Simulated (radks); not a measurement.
Results of a calculation; reference values are marked as such.
Question: Ru+, configuration [Kr] 4d7. Level of theory: scalar-relativistic Kohn-Sham, r2SCAN, spin-polarised, spherical densities, finite nucleus; open shells are filled with parallel spins first (spin-orbit coupling, left out, can overturn this in heavy ions); meta-GGA in the generalised Kohn-Sham scheme; Fermi nuclear charge, rms radius 4.4809 fm (a radial shooting solver on a logarithmic mesh with Libxc functionals). Some entries of the table are withheld. Estimate them.

| orbital | occ. | eigenvalue (eV) | <1/r> (bohr^-1) | <r> (bohr) |
|---|---|---|---|---|
| 1s down | 1 | -21990.27 | 45.87 | 0.03344 |
| 1s up | 1 | -21990.25 | 45.87 | 0.03344 |
| 2s up | 1 | -3180.918 | 10.38 | 0.1456 |
| 2s down | 1 | -3180.331 | 10.38 | 0.1456 |
| 2p up | 3 | -2846.866 | 10.05 | 0.1270 |
| 2p down | 3 | -2846.440 | 10.06 | 0.1270 |
| 3s up | 1 | -571.5364 | 3.607 | 0.4017 |
| 3s down | 1 | -571.3844 | 3.605 | 0.4017 |
| 3p up | 3 | -460.8086 | 3.428 | 0.4024 |
| 3p down | 3 | -460.5962 | 3.427 | 0.4024 |
| 3d up | 5 | -283.2050 | 3.193 | 0.3841 |
| 3d down | 5 | -282.7587 | 3.192 | 0.3842 |
| 4s up | 1 | (1) | 1.330 | 1.026 |
| 4s down | 1 | (2) | 1.338 | 1.022 |
| 4p up | 3 | -56.2401 | 1.185 | 1.135 |
| 4p down | 3 | -53.6037 | 1.193 | 1.130 |
| 4d up | 5 | -13.5882 | 0.8359 | (3) |
| 4d down | 2 | -10.9679 | 0.8181 | (4) |

Answer: 
(1) 4s up eigenvalue (eV): -86.8159
(2) 4s down eigenvalue (eV): -84.3899
(3) 4d up <r> (bohr): 1.609
(4) 4d down <r> (bohr): 1.670
